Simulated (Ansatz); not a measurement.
The cluster Li₃F₃. The state is a singlet with charge 0. Geometry r2SCAN-D4/def2-TZVP.

```xyz
6

Li    0.104    0.093   -1.640
Li   -1.457    0.170    0.743
Li    1.354   -0.264    0.897
F     1.564   -0.183   -0.797
F    -1.453    0.283   -0.962
F    -0.111   -0.100    1.761
```

HSE06 is defined as in plane-wave codes, on full-range PBE exchange. The structure comes from a short search, and lower isomers may exist.

(1) Estimate the orbital energies around the gap (eV) in Ansatz with PBE-D4/def2-TZVP, PBE-D4/def2-TZVPD, r2SCAN-D4/def2-TZVP, PBE0-D4/def2-TZVPD, HSE06-D4/def2-TZVP.

Answers

(1) 
```tsv
orbital	PBE-D4/def2-TZVP	PBE-D4/def2-TZVPD	r2SCAN-D4/def2-TZVP	PBE0-D4/def2-TZVPD	HSE06-D4/def2-TZVP
HOMO−13	-49.16	-49.13	-50.70	-53.19	-52.81
HOMO−12	-49.16	-49.13	-50.70	-53.19	-52.81
HOMO−11	-25.96	-26.01	-27.52	-29.50	-29.05
HOMO−10	-25.96	-26.01	-27.52	-29.50	-29.05
HOMO−9	-25.92	-25.97	-27.48	-29.46	-29.01
HOMO−8	-8.23	-8.27	-8.60	-10.25	-9.80
HOMO−7	-8.01	-8.07	-8.40	-10.06	-9.60
HOMO−6	-7.93	-7.98	-8.31	-9.95	-9.50
HOMO−5	-7.93	-7.98	-8.31	-9.95	-9.50
HOMO−4	-7.64	-7.68	-8.02	-9.61	-9.16
HOMO−3	-7.33	-7.38	-7.73	-9.35	-8.90
HOMO−2	-7.33	-7.38	-7.73	-9.35	-8.90
HOMO−1	-7.32	-7.38	-7.73	-9.32	-8.87
HOMO	-7.32	-7.38	-7.73	-9.32	-8.87
LUMO	-0.79	-0.82	-0.13	-0.27	-0.51
LUMO+1	-0.11	-0.20	0.52	0.20	0.14
LUMO+2	-0.11	-0.20	0.52	0.21	0.14
LUMO+3	0.91	0.21	1.56	0.56	1.23
LUMO+4	1.96	0.90	2.67	1.17	2.28
LUMO+5	1.96	0.90	2.67	1.17	2.28
```
